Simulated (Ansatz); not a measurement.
Stepwise reaction of `[F][Zr]([F])([Br])[Br]` with hydrogen fluoride, as a gas-phase model of exchange steps in deposition or etching. ΔE in kJ/mol; ΔG adds harmonic PBE0-D4 terms to CCSD(T)/CBS, at 1 bar.

Gas-phase electronic energies from Ansatz, PBE0-D4/def2-TZVP geometries. CCSD(T)/CBS is the MP2 limit (def2-TZVPP, def2-QZVPP) plus CCSD(T) − MP2 in def2-TZVPP, frozen cores. This one scheme is used for every species. Functionals use def2-TZVPP. B3LYP here is the variant with VWN-RPA as its local correlation; programs differ in this. Elements past krypton have def2 core potentials. For Br, Zr outer-core shells are correlated without core-valence functions, which leaves a few kJ/mol of doubt a bond. Scalar relativity is left out up to krypton.

```json
{"step": "1", "reaction": "`[F][Zr]([F])([Br])[Br]` + H–F → `[F][Zr]([F])([F])[Br]` + HBr", "PBE-D4": "-22.4", "B3LYP-D4": "-22.9", "ωB97M-V": "-24.6", "CCSD(T)/CBS": "-10.5", "ΔG(500 K)": "-16.8"}
{"step": "2", "reaction": "`[F][Zr]([F])([F])[Br]` + H–F → `[F][Zr]([F])([F])[F]` + HBr", "PBE-D4": "-22.8", "B3LYP-D4": "-23.7", "ωB97M-V": "-23.5", "CCSD(T)/CBS": "-12.4", "ΔG(500 K)": "-14.5"}
```

(1) By hand: ΔE of the 2 steps together at CCSD(T)/CBS.

Results:

(1) (-10.5) + (-12.4) = -22.9 kJ/mol, or -11.4 kJ/mol a step.

In ΔE the steps differ by no more than 1.9 kJ/mol. All are downhill at CCSD(T)/CBS. ΔG lies between -16.8 and -14.5 kJ/mol a step. PBE-D4 differs from CCSD(T)/CBS by -11.9 to -10.4 kJ/mol a step. Isolated molecules leave out the surface, adducts and barriers. Largest T1 diagnostic: 0.018.
